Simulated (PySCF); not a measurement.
**Exercise with solution: oscillator strength and radiative lifetime**

BH2IO, SMILES IBO.

The structure is a stationary point at r2SCAN-D4/def2-TZVP. The def2 effective core potentials stand for the cores of I; spin–orbit coupling is left out. Other conformers were not sampled.

TDDFT-PBE0/def2-SVPD in PySCF puts the first singlet state with f over 0.02 at 5.93 eV (vertical), with the transition dipole (0.259, -0.625, 0.000) in atomic units.

Problem. Find the oscillator strength, the wavelength and the radiative lifetime that this transition would have in vacuum if emission retraced absorption.

Solution. 
|μ|² = 0.4577 au, so |μ| = 1.72 D. ΔE = 5.93/27.211 = 0.2179 hartree. f = (2/3) ΔE |μ|² = 0.066 (the program prints 0.066).
λ = 1239.84/5.93 = 209 nm; ν = 47829 cm⁻¹.
Einstein's coefficient A = 0.6670 ν² f s⁻¹ (ν in cm⁻¹) = 1.0e8 s⁻¹, so τ = 1/A = 9.9 ns. This state is S2; the lower singlet has f = 0.000. The figure is the radiative limit of this one transition; relaxation, internal conversion, crossing to triplets and a medium change what is measured.
